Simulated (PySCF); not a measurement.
Ga(NCO)(OH)2 (CH2GaNO3), SMILES O=C=[N][Ga]([OH])[OH]. Geometry optimised at PBE-D3(BJ)/def2-SVP. Other conformers were not sampled.

Computed equilibrium geometry at PBE-D3(BJ)/def2-SVP (PySCF confirms it by a frequency run) as Cartesian coordinates in Å, and its point group (one conformer of several):
point group Cs.
```xyz
8

Ga    -0.0067    -0.6989     0.0000
N      0.3402     1.1043     0.0000
C      0.1256     2.2995     0.0000
O     -0.0329     3.4723     0.0000
O     -1.6695    -1.3499     0.0000
H     -2.3280    -0.6304     0.0000
O      1.3517    -1.8538     0.0000
H      2.2047    -1.3805     0.0000
```
